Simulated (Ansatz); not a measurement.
Correlation energies of CH5AlClFOSi (`C[Si](F)(Cl)[O][AlH2]`) by basis set

Z-matrix (Å, degrees):
```
C
Si 1 1.838
H 1 1.092 2 110.5
H 1 1.091 2 110.7 3 120.2
H 1 1.093 2 110.1 3 -119.7
F 2 1.592 1 109.3 3 -178.3
Cl 2 2.052 1 110.3 3 -62.0
O 2 1.603 1 112.8 3 60.6
Al 8 1.696 2 157.7 1 -167.9
H 9 1.577 8 118.8 2 -4.9
H 9 1.577 8 116.1 2 175.3
```

Charge 0, multiplicity 1. The structure was optimised at the PBE0-D4/def2-TZVP level. It is one conformer, not always the lowest. Frozen core, restricted reference, Ansatz. CBS rows extrapolate triple and quadruple zeta; past MP2 they add the triple-zeta difference.

| basis | HF (Eh) | MP2 corr. | CCSD corr. | (T) | CCSD(T) total |
| --- | --- | --- | --- | --- | --- |
| def2-TZVPP | ? | ? | -1.08559 | -0.03817 | ? |
| def2-QZVPP | ? | -1.12878 | – | – | – |
| CBS(def2) | -1205.86760 | ? | -1.24283 | as TZ | ? |

Task: Fill in the withheld values. (Best estimate.)

Result: The calculation gave: def2-TZVPP HF (Eh): -1205.82160; def2-TZVPP MP2 corr.: -1.03844; def2-TZVPP CCSD(T) total: -1206.94536; def2-QZVPP HF (Eh): -1205.86203; CBS(def2) MP2 corr.: -1.19569; CBS(def2) CCSD(T) total: -1207.14860.
